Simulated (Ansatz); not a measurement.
Abridged output of a molecular run in Ansatz:

```
Functional definition: HF
1683 factors; integrals over basis functions are off by at most 1.0e-3 eV
mean field evaluation 1: about -19946.2518 eV, gradient 4.0e1 eV
mean field evaluation 2: about -19946.5328 eV, gradient 4.0e1 eV
mean field evaluation 4: about -19950.8593 eV, gradient 5.7e0 eV
mean field evaluation 8: about -19951.0061 eV, gradient 5.4e-1 eV
mean field evaluation 16: about -19951.0085 eV, gradient 4.8e-6 eV
mean field -19951.00850521 eV, -733.1860392872 hartree, gradient 4.8e-6 eV, S^2 0.000000; 0 other end points of the search recorded, 0 dependent functions left out
13 core orbitals not correlated: weight in the atoms' cores, before any rotation towards them, 1.000 or more for the frozen orbitals, at most 0.000 for the correlated occupied ones
reference -19951.00850521 eV, -733.1860392872 hartree; 15, 15 occupied and 261, 261 virtual orbitals, 1683 factors
second order -22.08451593 eV of doubles, -0.00000000 eV of singles
cycle   1  -22.83953723 eV  change   -7.6e-1 eV  update   1.2e-1
cycle   2  -23.51896278 eV  change   -6.8e-1 eV  update   4.1e-2
cycle   3  -23.70302577 eV  change   -1.8e-1 eV  update   2.3e-2
cycle   4  -23.69026978 eV  change    1.3e-2 eV  update   5.9e-3
cycle   5  -23.68776951 eV  change    2.5e-3 eV  update   3.0e-3
cycle   6  -23.68847759 eV  change   -7.1e-4 eV  update   9.1e-4
cycle   7  -23.68803847 eV  change    4.4e-4 eV  update   4.3e-4
cycle   8  -23.68796894 eV  change    7.0e-5 eV  update   1.6e-4
cycle   9  -23.68804401 eV  change   -7.5e-5 eV  update   8.4e-5
cycle  10  -23.68803783 eV  change    6.2e-6 eV  update   4.0e-5
cycle  11  -23.68801866 eV  change    1.9e-5 eV  update   2.3e-5
perturbative correction -0.97250835 eV, -0.0357390227 hartree
Total energy: -19975.66903222 eV, -734.0922969392 hartree
```

Its atoms:

Z-matrix (Å, degrees):
```
C
C 1 1.502
H 1 1.091 2 110.6
H 1 1.095 2 109.4 3 -121.4
H 1 1.095 2 109.9 3 121.9
O 2 1.208 1 122.3 3 3.2
Si 2 1.939 1 119.4 3 -174.7
Si 7 2.340 2 107.4 1 95.2
H 7 1.484 2 107.9 1 -144.6
H 7 1.491 2 110.8 1 -24.4
H 8 1.487 7 110.8 2 -179.6
H 8 1.486 7 110.0 2 59.5
H 8 1.489 7 109.2 2 -60.0
```

(1) Which basis set was used?
A. def2-TZVPPD
B. def2-QZVPP
C. cc-pV(D+d)Z
D. def2-TZVPP

(2) Write the keys of the input that set method, charge and spin (a neutral closed shell needs none for the last two).

## Answers

(1) D. It gives 289 functions.

(2) 
```yaml
correlation: {method: ccsd_t}
```
